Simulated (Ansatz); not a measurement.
Ideal-gas functions of `[NH2][In]([F])[CH]=O` at 298.15 K and 1 bar, from an Ansatz frequency run at PBE0-D4/def2-TZVP.

Molar mass 178.86 g/mol, point group C1 (symmetry number 1), electronic degeneracy 1, moments of inertia 102.058, 248.865, 350.366 u Å². Harmonic wavenumbers (cm⁻¹, unscaled): 43, 56, 119, 129, 264, 308, 354, 523, 565, 627, 763, 795, 1346, 1544, 1798, 2854, 3574, 3684.

Use S(trans) = R[1.5 ln M + 2.5 ln T − 1.1517]; rotational temperatures θ = 24.2544 K / I; S(rot) = R[ln(√π/σ · √(T³/θAθBθC)) + 1.5]; for each mode x = 1.438777 ν̃/T, S = R[x/(eˣ − 1) − ln(1 − e⁻ˣ)] and H = RT x/(eˣ − 1); 1 cm⁻¹ = 0.0119627 kJ/mol; R = 8.31446 J/(mol·K).

By hand: the entropy, in J/(mol·K).

Translation 173.5. Rotation: θ = 0.2377, 0.0975, 0.0692 K, giving 115.0. Vibration, mode by mode: 21.40, 19.22, 13.04, 12.39, 6.84, 5.74, 4.80, 2.52, 2.15, 1.70, 1.00, 0.88, 0.09, 0.04, 0.01, 0.00, 0.00, 0.00, in all 91.8. Electronic 0.0. Sum 380.3 J/(mol·K).

By hand: H − E and G − E in kJ/mol, counted from the electronic energy.

Zero-point energy ½ × 19346 × 0.0119627 = 115.7; thermal vibration 13.1; translation, rotation and pV give 4 RT = 9.9. H − E = 138.7 kJ/mol, and G − E = 138.7 − 298.15 × 380.3/1000 = 25.3 kJ/mol.

Vibration gives 24 % of the entropy, 66.1 J/(mol·K) of it from the modes under 150 cm⁻¹: soft modes count most, and the harmonic formula is weakest for them. The sum counts one conformer and one mirror image; others add a mixing term.
